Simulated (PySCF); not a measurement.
Molecule: `[SiH2](CCC)OC`, C4H12OSi.

Geometry (Å), atoms numbered from 1 in this order:
```xyz
18

C    -2.862    0.126   -0.074
C    -1.399    0.459   -0.322
C    -0.584   -0.731   -0.829
Si    1.229   -0.362   -1.085
O     1.821    0.137    0.394
C     3.134    0.567    0.612
H    -3.422    1.002    0.288
H    -2.965   -0.671    0.681
H    -3.353   -0.228   -0.995
H    -1.328    1.287   -1.049
H    -0.940    0.837    0.607
H    -0.651   -1.574   -0.117
H    -0.996   -1.108   -1.784
H     1.435    0.725   -2.100
H     1.972   -1.575   -1.559
H     3.389    1.452    0.000
H     3.247    0.846    1.671
H     3.874   -0.224    0.390
```

Geometry PBE0-D3(BJ)/def2-SVP throughout; GIAO in PySCF, gas phase, one conformer, non-relativistic; equivalent atoms averaged; functional PBE0.

(1) How do the shifts δ (against TMS, H2O at the same level) depend on the basis set? (a selection of nuclei; ppm; last column core-seconds on shared hosts with different chips, so compare them loosely)

(2) Which nucleus among those listed moves most, in ppm?

(3) Taking the largest basis, def2-TZVP (264 functions), as the yardstick, rank the others by their worst heavy-atom deviation.

Results:

(1) 
| basis set | functions | C6 | C2 | C1 | C3 | Si4 | O5 | H16/H17/H18 | H10/H11 | H12/H13 | core-s |
| --- | --- | --- | --- | --- | --- | --- | --- | --- | --- | --- | --- |
| STO-3G | 46 | 48.0 | 25.1 | 21.2 | 9.3 | -20.0 | -94.3 | 1.53 | 0.88 | 0.37 | 3.5 |
| 6-31G | 82 | 52.3 | 19.4 | 19.5 | 16.8 | 22.9 | -28.9 | 3.70 | 1.84 | 0.84 | 6.9 |
| pcSseg-0 | 82 | 58.0 | 18.7 | 21.4 | 15.0 | -21.6 | -23.4 | 3.78 | 1.34 | 0.41 | 8.2 |
| 6-31G* | 112 | 51.4 | 18.8 | 19.1 | 16.2 | 12.2 | -10.7 | 3.53 | 1.64 | 0.63 | 9.4 |
| def2-SVP | 148 | 50.7 | 18.4 | 19.0 | 16.3 | -17.1 | 5.6 | 3.39 | 1.30 | 0.44 | 12 |
| cc-pVDZ | 148 | 51.7 | 21.6 | 20.4 | 18.6 | -8.2 | 4.2 | 3.48 | 1.45 | 0.60 | 19 |
| pcSseg-1 | 169 | 54.1 | 20.0 | 20.2 | 17.6 | -6.3 | -0.6 | 3.60 | 1.35 | 0.50 | 33 |
| 6-311+G(2d,p) | 242 | 52.6 | 20.1 | 19.2 | 18.6 | -6.1 | 0.5 | 3.55 | 1.50 | 0.64 | 27 |
| aug-cc-pVDZ | 250 | 51.7 | 21.4 | 19.2 | 18.0 | -1.2 | -1.9 | 3.63 | 1.56 | 0.76 | 46 |
| def2-TZVP | 264 | 53.6 | 20.9 | 20.1 | 18.8 | -8.0 | 6.2 | 3.52 | 1.50 | 0.64 | 32 |

(2) O5 (oxygen bonded to C, Si): from -94.3 ppm with STO-3G to 6.2 ppm with def2-TZVP. The smallest spread is 0.47 ppm, at H12/H13. Proton shifts span only some 12 ppm, so a few tenths of a ppm matter as much there as several ppm in carbon.

(3) cc-pVDZ 2.0 ppm (148 functions), 6-311+G(2d,p) 5.7 ppm (242 functions), pcSseg-1 6.8 ppm (169 functions), aug-cc-pVDZ 8.1 ppm (250 functions), def2-SVP 9.1 ppm (148 functions), 6-31G* 20.2 ppm (112 functions), pcSseg-0 29.6 ppm (82 functions), 6-31G 35.1 ppm (82 functions), STO-3G 100.5 ppm (46 functions).

A small basis that lands close on one nucleus may do so by chance; judge by the trend and by all nuclei.
